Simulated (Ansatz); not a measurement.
Relaxation of ClH5O3Sn (10 atoms, charge 0, multiplicity 1), to a largest force component of 0.03 eV/Å in at most 50 steps.

Level of theory: RKS PBE-D4/def2-SVP in Ansatz.

```xyz
10
Properties=species:S:1:pos:R:3
Sn 0.396 0.356 -0.278
Cl -0.752 0.086 3.135
O 1.660 -0.049 -1.779
H 1.696 -1.025 -1.856
O -1.050 1.592 -0.901
H -1.529 1.169 -1.646
O -0.279 -1.463 0.209
H -0.646 -1.404 1.119
H 1.156 1.246 1.010
H 0.223 0.808 2.560
```

Task: Where does it end, and by what steps?

Result: The run converged. After 40 steps the energy has fallen by 0.349 eV; H10 moved furthest, 1.19 Å.

| step | energy less start (eV) | largest force component (eV/Å) | accepted |
| --- | --- | --- | --- |
| 0 | 0.0000 | 0.677 | yes |
| 2 | 0.0673 | 1.160 | no |
| 4 | -0.0319 | 0.065 | yes |
| 6 | -0.0364 | 0.041 | yes |
| 8 | -0.0374 | 0.445 | no |
| 10 | -0.0417 | 0.099 | yes |
| 12 | -0.0444 | 0.252 | yes |
| 14 | -0.0460 | 0.100 | no |
| 16 | -0.0496 | 0.204 | yes |
| 18 | -0.0519 | 0.107 | yes |
| 20 | -0.0553 | 0.273 | yes |
| 22 | -0.0597 | 0.134 | yes |
| 24 | -0.0628 | 0.095 | yes |
| 26 | -0.0673 | 0.231 | yes |
| 28 | -0.0572 | 1.073 | no |
| 30 | -0.0793 | 0.296 | yes |
| 32 | -0.1233 | 0.699 | yes |
| 34 | -0.2660 | 0.680 | yes |
| 36 | -0.3397 | 0.230 | yes |
| 38 | -0.3482 | 0.066 | yes |
| 40 | -0.3486 | 0.011 | yes |

```xyz
10
Properties=species:S:1:pos:R:3
Sn 0.486 0.583 -0.190
Cl -0.408 0.718 3.238
O 1.478 -0.141 -1.773
H 1.529 -1.115 -1.691
O -1.292 1.202 -0.856
H -1.320 1.072 -1.826
O 0.052 -1.069 0.944
H -0.843 -1.379 0.692
H 1.395 1.731 0.685
H -0.203 -0.286 2.351
```

Whether the end is a true minimum wasn't checked by a vibrational analysis.

Time of the run: 55 s on 4 threads of Intel(R) Xeon(R) Platinum 8259CL CPU @ 2.50GHz (Skylake/Cascade Lake) (shared host), peak memory 0.19 GiB.
